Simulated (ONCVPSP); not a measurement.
# silicon (Si): variants of one ONCV potential

Base potential:

```json
{
  "Element": "silicon",
  "Generator": "ONCVPSP 4.0.1",
  "Type": "optimised norm-conserving Vanderbilt (ONCV)",
  "Functional": "PBE",
  "Relativity": "non-relativistic",
  "Frozen core": "[Ne]",
  "Valence charge": "4",
  "Reference configuration": "3s2 3p2",
  "Partial waves": "3s: rc 1.90 bohr, ncon 4, nbas 8, qcut 4.4 1/bohr, 2 projectors, debl 2.2 Ha; 3p: rc 2.10 bohr, ncon 4, nbas 9, qcut 4.8 1/bohr, 2 projectors, debl 2.6 Ha",
  "Local potential": "polynomial inside 1.25 bohr (lpopt 5, dvloc0 0 Ha)",
  "Core correction": "none"
}
```

Cutoffs, loose and tight: the cutoffs (Ha) at which the residual kinetic energy of the hardest occupied pseudo-wave falls to 1 and 0.1 mHa per electron. They do not see the model core or the augmentation charge, which bear on the density cutoff. Test errors are all-electron minus pseudo excitation energies from the reference, over the configurations 3s2 3p1; 3s2 3p0; 3s1 3p0; 3s1 3p3. A dash means not determined; rows that change the core or the reference have their own tests.

| change | outcome | cutoff, loose | cutoff, tight | bound ghosts | GHOST(+) flags above zero | largest test error (meV) |
| --- | --- | --- | --- | --- | --- | --- |
| base | generated | 7.5 Ha | 9.8 Ha | none | s | +65 |
| core [He], valence charge 12; reference 2s2 2p6 3s2 3p1; waves now 2s+3s: rc 1.05 bohr, ncon 4, nbas 7, qcut 14.3 1/bohr, 2 projectors; 2p+3p: rc 0.90 bohr, ncon 3, nbas 6, qcut 15.1 1/bohr, 3 projectors, debl 1.3 Ha; local potential polynomial inside 0.80 bohr (lpopt 5, dvloc0 0 Ha) | generated | 90 Ha | 101 Ha | none | none | +438 |
| s: qcut 2.6 | generated | 35 Ha | 47 Ha | none | s | +54 |
| s: debl 2.45 | generated | 7.5 Ha | 9.8 Ha | none | s | +65 |
| local potential polynomial inside 1.80 bohr (lpopt 5, dvloc0 0 Ha) | generated | 7.5 Ha | 9.8 Ha | none | none | +65 |
| p: qcut 6.8 | generated | 7.5 Ha | 10 Ha | none | s | +70 |
